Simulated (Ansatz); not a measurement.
FH$_{3}$HfO$_{2}$Se, SMILES `[OH][Hf]([OH])([F])[SeH]`, relaxed with RKS PBE0-D4/def2-TZVP in the Gaussian-basis code of Ansatz from a GFN2-xTB geometry. The force threshold is 0.005 eV/Å; the program also tests the step.

The species carries charge 0 and has multiplicity 1. Hf: def2 effective core potential.

Start:

```xyz
8

O     1.523    0.577   -0.401
Hf   -0.209    0.188    0.134
O    -0.108   -1.287    1.250
F    -0.903    1.377    1.391
Se   -1.675    0.110   -1.825
H     2.275    0.358    0.158
H    -0.102   -1.021    2.177
H    -0.803   -0.302   -2.885
```

Question: By how much does the energy fall, and how many steps does the optimiser take? (An estimate is asked.)

Answer: Computed: 86.90 kJ/mol, in 24 steps, 3 of them rejected.

Question: Which bonds change most? (Best estimate.)

Answer: The calculation gave: Hf2–Se5 from 2.449 to 2.603 Å; O1–Hf2 from 1.854 to 1.906 Å; Hf2–O3 from 1.852 to 1.903 Å; Hf2–F4 from 1.864 to 1.911 Å.

Question: Give the relaxed structure. (An estimate is asked.)

Answer: The calculation gave: 
```xyz
8

O     1.649    0.495   -0.234
Hf   -0.168    0.207    0.267
O    -0.413   -1.150    1.579
F    -0.860    1.869    0.909
Se   -1.521   -0.598   -1.806
H     2.586    0.485   -0.393
H    -0.358   -1.783    2.288
H    -0.915    0.475   -2.610
```
